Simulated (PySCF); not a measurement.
C₂H₁₀FNSi₂, SMILES [SiH2](CC)[Si@H](F)N.

The structure is a stationary point at PBE0-D3(BJ)/def2-SVP. The structure was generated by enumeration; whether it is a known compound was not checked. Other conformers were not sampled.

All values below come from TDA-LC-ωPBE/def2-SVPD in PySCF 2.14.0.

Vertical excitations. The molecule is in vacuum.

Problem. List the lowest excited states. (The exact figures need the calculation; the answer reports its results.)

Solution. 
```
state  energy (eV)  λ (nm)      f                                                                main pairs
-----  -----------  ------  -----  ------------------------------------------------------------------------
S1            7.22     172  0.066                                          HOMO→LUMO 64 %, HOMO→LUMO+1 12 %
S2            7.39     168  0.018  HOMO−1→LUMO 37 %, HOMO→LUMO+1 20 %, HOMO→LUMO+2 11 %, HOMO−1→LUMO+1 10 %
S3            7.67     162  0.065   HOMO−1→LUMO 24 %, HOMO→LUMO+2 19 %, HOMO→LUMO+1 12 %, HOMO−1→LUMO+1 8 %
S4            8.30     149  0.005    HOMO→LUMO+1 31 %, HOMO→LUMO+2 25 %, HOMO−1→LUMO+1 8 %, HOMO→LUMO+5 7 %
S5            8.40     148  0.076  HOMO−1→LUMO+1 29 %, HOMO−1→LUMO 22 %, HOMO−1→LUMO+2 7 %, HOMO→LUMO+3 6 %
S6            8.56     145  0.040                   HOMO−2→LUMO 29 %, HOMO−2→LUMO+1 26 %, HOMO−1→LUMO+2 5 %
T1            6.06     205      0                                                            HOMO→LUMO 64 %
T2            6.49     191      0      HOMO→LUMO+2 34 %, HOMO→LUMO+1 30 %, HOMO→LUMO+4 9 %, HOMO→LUMO+6 6 %
```
Triplets are in the Tamm–Dancoff approximation.
